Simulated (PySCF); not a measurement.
Cost of one run: coupled-cluster job, `N[SiH2][SiH2]F`.

Method: EOM-CCSD/aug-cc-pVDZ, vertical, frozen core, gas phase (PySCF 2.14.0). Geometry: PBE0-D3(BJ)/def2-SVP. Work: CCSD, 8 EOM-IP roots. The command runs a driver script over a list of jobs; the input below is this job's line of settings and its coordinates in Å.

Command:
```bash
OMP_NUM_THREADS=1 python probes_run.py task.json out
```

Input:
```
{"job": {"kind": "eom", "basis": "aug-cc-pVDZ", "nee": 0}, "charge": 0, "multiplicity": 1}
N     -1.659721     0.278328    -0.523345
Si    -0.529718    -0.475985     0.562213
Si     1.581540     0.176717    -0.221449
F      2.768938    -0.297879     0.795998
H     -2.591650    -0.113360    -0.609528
H     -1.698629     1.290419    -0.578041
H     -0.668687    -0.138416     2.020970
H     -0.710552    -1.953869     0.431930
H      1.659257     1.665881    -0.343505
H      1.859022    -0.426013    -1.559199
```

Hardware: Arm Neoverse V1, one thread, shared host.

The basis has 154 functions.

Task: Which is nearest to the wall time?
A. 31 min
B. 3.8 min
C. 3.8 h
D. 29 s

Result: B. The run took 3.8 min. 

The output:
```
E(HF) = -735.3409287547
E(MP2) = -735.9392227358
E(CCSD) = -735.9882902839
T1 diagnostic = 0.0130

EOM-IP-CCSD (eV)   Koopmans (eV)
   9.6770      10.5389
  10.8604      11.7947
  12.0519      12.8801
  12.7039      13.5803
  13.9728      15.2027
  14.9258      16.5345
  15.4049      17.7374
  15.4423      17.7191
```

Other jobs ran on the host; a repeat could differ by tens of per cent or more.

The run converged: CCSD correlation energy -0.6474 Eh; T1 diagnostic 0.013; first ionisation 9.68 eV.
